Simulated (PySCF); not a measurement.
Compound: C₆H₇F₄NSi.
Numbering: `[F:1][CH2:2][c:3]1[cH:4][n:5]([SiH3:6])[cH:7][c:8]1[C:9]([F:10])([F:11])[F:12]` (hydrogens: H13, H14 on C2; H15 on C4; H16, H17, H18 on Si6; H19 on C7)

Method: PBE0-D3(BJ)/def2-SVP geometry optimisation, gas phase in PySCF 2.14.0.

Question: What internal coordinates does the optimisation give?

Answer: 
| bond | length (bohr) |
| --- | --- |
| F1–C2 | 2.590 |
| C2–C3 | 2.817 |
| C3–C4 | 2.593 |
| C4–N5 | 2.612 |
| N5–Si6 | 3.362 |
| N5–C7 | 2.592 |
| C7–C8 | 2.600 |
| C8–C9 | 2.804 |
| C9–F10, C9–F11, C9–F12 | 2.533 |
| C3–C8 | 2.700 |
| C2–H13, C2–H14 | 2.086 |
| C4–H15 | 2.056 |
| Si6–H16, Si6–H17, Si6–H18 | 2.812 |
| C7–H19 | 2.056 |

Bonds in one row agree within 0.02 bohr and their mean is given. A selection of angles:
| angle | degrees |
| --- | --- |
| F1–C2–C3 | 110.2 |
| C2–C3–C4 | 126.1 |
| C2–C3–C8 | 127.6 |
| C4–C3–C8 | 106.3 |
| C3–C4–N5 | 109.3 |
| C4–N5–Si6 | 125.7 |
| C4–N5–C7 | 108.2 |
| Si6–N5–C7 | 125.9 |
| N5–C7–C8 | 108.6 |
| C7–C8–C9 | 126.1 |
| C3–C8–C7 | 107.6 |
| C3–C8–C9 | 126.3 |
| C8–C9–F10 | 111.9 |
| F10–C9–F11 | 107.4 |
| F11–C9–F12 | 106.0 |

Dihedral angles: F1–C2–C3–C4 -1° (synperiplanar); C7–C8–C9–F10 1° (synperiplanar). The mirror-image conformer, all signs reversed, is as good.

The 5-membered ring C3–C4–N5–C7–C8 has internal angles of 106.3° to 109.3°; it is planar, 0.00 Å rms from its mean plane, widest ring torsion 0°. N5 (pyrrole-type nitrogen) is planar (angles 125.9°, 125.7° and 108.2°, sum 359.9°, 0.03 Å off the plane of its three neighbours). The 5 C–C bonds span 1.372 Å (C3–C4, aromatic) to 1.490 Å (C2–C3, drawn single), a spread of 0.118 Å. The 4 C–F bonds span 1.335 Å (C9–F10, drawn single) to 1.371 Å (F1–C2, drawn single), a spread of 0.036 Å. Si6 (SiH3 silicon) is distorted tetrahedral (angles from 105.9° to 111.9°). Of the pairs four or more bonds apart, F1···H15 is among the closest relative to their van der Waals radii: 2.64 Å, 99 % of the sum of Bondi's values.

Stationary, but not proved a minimum. The numbers are those of one conformer.
